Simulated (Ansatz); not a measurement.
Born–Oppenheimer molecular dynamics of AlF3H2O (7 atoms, charge 0, multiplicity 1). It starts at the highest image of a converged band, a first-order saddle point between two minima.

The calculation used Ansatz 0.2.0, RHF/6-31G*.

```
ensemble                      : NVE (velocity Verlet)
time step                     : 0.5 fs
steps asked                   : 200
starting velocities drawn for : 100 K
seed                          : 8859
```

First frame:

```xyz
7
Properties=species:S:1:pos:R:3
Al -0.001 0.197 0.069
O -0.081 0.018 1.841
H -0.743 -0.426 2.353
F 1.399 -0.192 -0.665
F -1.412 -0.029 -0.719
F 0.100 1.931 0.740
H -0.023 1.360 1.622
```

(1) How far do the bonds stretch over the last three quarters of this one trajectory? (Pairs bonded in most of those frames.)

Answers

(1) 
| bond | mean (Å) | spread (Å) | shortest | longest |
| --- | --- | --- | --- | --- |
| Al1–O2 | 1.713 | 0.023 | 1.68 | 1.75 |
| Al1–F4 | 1.636 | 0.014 | 1.61 | 1.66 |
| Al1–F5 | 1.637 | 0.011 | 1.62 | 1.66 |
| Al1–F6 | 1.977 | 0.028 | 1.92 | 2.01 |
| O2–H3 | 0.944 | 0.002 | 0.94 | 0.95 |
| F6–H7 | 0.937 | 0.022 | 0.90 | 0.98 |

Mean temperature of the second half: 114 K. The conserved energy stayed within 0.067 meV per atom of its start (net change -0.04 meV per atom), so the integration is sound. A run of 0.1 ps of so small a system gives no equilibrium averages. The orbitals stay closed-shell, which can raise the energy where a bond breaks towards radicals; this wasn't checked here.

The run took 3.5 min on 1 thread of Arm Neoverse V2, on a shared host, peak memory 0.14 GiB.
